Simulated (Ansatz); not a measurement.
Isolated molecules relaxed with PBE0-D4/def2-TZVP in Ansatz; ΔE leaves out vibrations. CCSD(T)/CBS adds triple-zeta CCSD(T) − MP2 to the extrapolated MP2 energy (def2 sets, frozen cores). This one scheme is used for every species. DFT in def2-TZVPP. B3LYP here is the variant with VWN-RPA as its local correlation; programs differ in this. For Ga outer-core shells are correlated without core-valence functions, which leaves a few kJ/mol of doubt a bond. Scalar relativity is left out up to krypton. One conformer a species, not always the lowest.

Consider the hydrogenolysis of a Ga–C bond: `[CH3][Ga]([Cl])[c]1ccccc1` + H₂ → `[CH3][GaH][Cl]` + benzene.

(1) Is it downhill or uphill in electronic energy at CCSD(T)/CBS, and by how much? (Estimate.)

(2) What do these levels give: PBE0-D4, r2SCAN0-D4, B3LYP, CAM-B3LYP, CCSD(T)/def2-SVP, MP2/def2-TZVPP? (An estimate is asked.)

Largest T1 diagnostic among the species: 0.011.

Results:

(1) Computed: Downhill: ΔE = -8.1 kJ/mol.

(2) Ansatz gave: PBE0-D4 -17.1, r2SCAN0-D4 -19.1, B3LYP -33.6, CAM-B3LYP -33.6, CCSD(T)/def2-SVP -17.9, MP2/def2-TZVPP 2.0 kJ/mol.

In def2-TZVPP, CCSD(T) changes the Hartree–Fock value by +39.0 kJ/mol (the triples alone add +8.0 kJ/mol) and MP2 by +50.2 kJ/mol. Leaving LDA and LC-ωPBE aside and taking each functional with its dispersion term where it has one, the values, not all of them listed here, spread over 24.3 kJ/mol, from B97M-V to revPBE-D4. LDA lies +6.0 kJ/mol from PBE without D4. From r2SCAN to r2SCAN0 (25 % exact exchange), in def2-TZVPP and without D4, ΔE moves by −4.0 kJ/mol.
